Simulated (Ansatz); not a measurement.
`F[CH](Cl)[GaH][Cl]` + H₂S → `[SH][GaH][Cl]` + `FCCl` at 700 K and 1 bar (ligand exchange at a Ga–C bond).

Computed with Ansatz on PBE0-D4/def2-TZVP structures; ΔE is electronic, products minus reactants. CBS: MP2 limit from def2 TZ/QZ plus the TZ coupled-cluster correction, frozen cores. This one scheme is used for every species. For Ga outer-core shells are correlated without core-valence functions, which leaves a few kJ/mol of doubt a bond. Scalar relativity is left out up to krypton. Each species was taken in one conformer, which may not be the lowest.

```json
{"species": "`F[CH](Cl)[GaH][Cl]`", "CCSD(T)/CBS energy (Eh)": "-2982.57501", "H − E (kJ/mol)": "141.9", "S (J/(mol·K))": "466.7"}
{"species": "H₂S", "CCSD(T)/CBS energy (Eh)": "-398.97279", "H − E (kJ/mol)": "64.8", "S (J/(mol·K))": "236.9"}
{"species": "`[SH][GaH][Cl]`", "CCSD(T)/CBS energy (Eh)": "-2782.78263", "H − E (kJ/mol)": "96.0", "S (J/(mol·K))": "385.1"}
{"species": "`FCCl`", "CCSD(T)/CBS energy (Eh)": "-598.81139", "H − E (kJ/mol)": "117.8", "S (J/(mol·K))": "315.0"}
```

H − E and S are ideal-gas, rigid-rotor, harmonic terms from PBE0-D4/def2-TZVP, for one conformer and one mirror image of each species. 1 Eh = 2625.50 kJ/mol, R = 8.31446 J/(mol·K).

**Question.** By hand: ΔE, ΔH, ΔS and ΔG.

**Answer.** ΔE = (-2782.78263) + (-598.81139) − (-2982.57501) − (-398.97279) = -0.04622 Eh = -121.4 kJ/mol. Δ(H − E) = 96.0 + 117.8 − 141.9 − 64.8 = 7.1, so ΔH = -114.3 kJ/mol. ΔS = 385.1 + 315.0 − 466.7 − 236.9 = -3.5 J/(mol·K). ΔG = -114.3 − 700 × (-3.5)/1000 = -111.8 kJ/mol.

**Question.** By hand: the equilibrium constant, and the temperature at which ΔG would vanish if ΔH and ΔS stayed fixed.

**Answer.** log₁₀ K = −ΔG/(RT ln 10) = 8.3. ΔG = 0 at ΔH/ΔS = 32657 K, far beyond where these terms or the molecules hold.

The number of gas molecules stays the same, so ΔS is small and ΔH decides. A doubt of 5 kJ/mol in ΔE shifts log₁₀ K by 0.4 here. Other conformers and mirror images would add mixing entropy, several J/(mol·K) or more a flexible species. Modes under 60 cm⁻¹, often nearly free rotors, make the harmonic entropy too high. These are equilibria of isolated gas molecules and say nothing of rates. Largest T1 diagnostic: 0.012 (customary marks: 0.02 for closed shells, 0.045 for open ones).
